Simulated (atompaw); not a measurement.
Before and after: PAW (atompaw) potential for P

phosphorus (P), PAW, made with atompaw 4.2.0.5 (LDA (PW92), scalar-relativistic). Core [Ne], reference 3s2 3p1 (charge +2). Waves: 3s (bound): rc 1.65 bohr; 3s channel at -1.75 Ry: rc 1.65 bohr; 3p (bound): rc 1.60 bohr; 3p channel at -1.35 Ry: rc 1.65 bohr. Local part: ultrasoft scheme with l = 2 at 0 Ry, radius 1.65 bohr. Core correction: smooth core density matched at 1.25 bohr. Augmentation charge: sinc compensation charge, radius 1.20 bohr; PAW radius 1.65 bohr; waves and projectors: custom rrkj vanderbiltortho.

All-electron outer shells of the reference configuration (LDA (PW92), scalar-relativistic, ld1.x):

| shell | level (eV) | outermost node (bohr) | outermost maximum (bohr) |
| --- | --- | --- | --- |
| 3s | -34.01 | 0.65 | 1.50 |
| 3p | -24.39 | 0.63 | 1.68 |

Change: local potential troulliermartins scheme with l = 2 at 0 Ry, radius 1.65 bohr.

Cutoffs: the cutoffs (Ry, on a coarse ladder) from which the occupation-weighted sum of valence levels, in a spherical-Bessel basis at the reference potential, stays within 10 and 1 mRy of its value at 400 Ry; they do not see the model core or the augmentation charge, which bear on the density cutoff.

Question: What does the change do?

Answer: The potential gets harder (12 Ry and 15 Ry → 12 Ry and 21 Ry); the bound ghost in p disappears. A state that the projectors do not describe sees the local part alone, so a deeper or shallower local part can create or remove a ghost.

| quantity | base | changed |
| --- | --- | --- |
| cutoff, loose | 12 Ry | 12 Ry |
| cutoff, tight | 15 Ry | 21 Ry |
| bound ghosts | p | none |
| s: phases at 1.66 bohr within 0.05 rad from the reference energy up to (Ry; the scan ends near 5) | 5.0 | 4.6 |
| p: phases at 1.66 bohr within 0.05 rad from the reference energy up to (Ry; the scan ends near 5) | to the end of the scan | 4.8 |
| lowest overlap eigenvalue by channel | s 0.42, p 0.37 | s 0.40, p 0.50 |

 A true bound ghost makes a file unfit for plane-wave use even where its test errors are small: the radial tests pick states by their node count and pass the ghost by. The cutoffs see the waves, projectors and local potential, not the compensation charge or the core.
